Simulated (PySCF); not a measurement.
# Field gradients at the hydrogen positions

Species: C5H11NO2Si.
Cartesian coordinates in Å at the GFN2-xTB level; atoms count from 1:
```xyz
20
C5H11NO2Si angstrom
C     -3.4039    0.4872    0.6599
O     -2.1545    0.1097    0.1583
Si    -1.8603   -0.8939   -1.0912
C      0.0454   -0.9079   -1.1541
O      0.6221   -1.5675   -2.0039
N      0.7000   -0.1740   -0.2301
C      2.1194   -0.0873   -0.1447
C      2.7809    0.0020    1.1973
C      2.7605    1.1968    0.2858
H     -4.0256    0.9112   -0.1306
H     -3.9221   -0.3744    1.0851
H     -3.2473    1.2350    1.4379
H     -2.4258   -0.3815   -2.3407
H     -2.3831   -2.2396   -0.8459
H      0.1545    0.3483    0.4377
H      2.5800   -0.6783   -0.9254
H      2.1496    0.0246    2.0732
H      3.7130   -0.5203    1.3458
H      3.6787    1.5001   -0.1925
H      2.1135    2.0203    0.5490
```

Level: PBE0/pcSseg-1 (PySCF, non-relativistic); Q(2H) = 0.00286 b; rigid geometry, the same for H and D, with no vibrational averaging.

Task: Rank these positions by the coupling χzz of a deuteron there, largest first.
A. H20 (methylene hydrogen)
B. H10 (methyl hydrogen)
C. H16 (methine hydrogen)
D. H15 (N–H hydrogen)
E. H14 (Si–H hydrogen)

Result: D (268 kHz), A (223 kHz), C (210 kHz), B (200 kHz), E (106 kHz).

Task: What are Vzz, η and χzz (234.96 MHz × Q × Vzz) at all hydrogens?

Result: 
| atom | bonded to | bond length (Å) | Vzz (au) | η | χzz (kHz) |
| --- | --- | --- | --- | --- | --- |
| H10 | C1 | 1.091 | 0.2979 | 0.08 | 200 |
| H11 | C1 | 1.092 | 0.2980 | 0.08 | 200 |
| H12 | C1 | 1.090 | 0.3014 | 0.07 | 203 |
| H13 | Si3 | 1.464 | 0.1583 | 0.03 | 106 |
| H14 | Si3 | 1.464 | 0.1581 | 0.03 | 106 |
| H15 | N6 | 1.008 | 0.3982 | 0.19 | 268 |
| H16 | C7 | 1.082 | 0.3123 | 0.10 | 210 |
| H17 | C8 | 1.080 | 0.3314 | 0.08 | 223 |
| H18 | C8 | 1.079 | 0.3333 | 0.07 | 224 |
| H19 | C9 | 1.079 | 0.3332 | 0.07 | 224 |
| H20 | C9 | 1.080 | 0.3314 | 0.08 | 223 |

Task: Average by the element that carries the hydrogen.

Result: on C: 213 kHz over 8 positions, mean bond length 1.084 Å; on Si: 106 kHz over 2 positions, mean bond length 1.464 Å; on N: 268 kHz over 1 position, mean bond length 1.008 Å.

Task: How does χzz go with the bond length over the 8 C–H bonds?

Result: A straight-line fit has a slope of -18.1 kHz for each 0.01 Å, with a correlation coefficient of -0.97, over lengths from 1.079 to 1.092 Å. The longer bonds have the smaller couplings here.

The structure is a single GFN2-xTB conformer in the gas phase; no vibrational or solvent corrections. GFN2-xTB bond lengths can be off by several hundredths of an ångström, more for odd bonds, and the gradients follow them. The small basis limits the accuracy of the gradients.
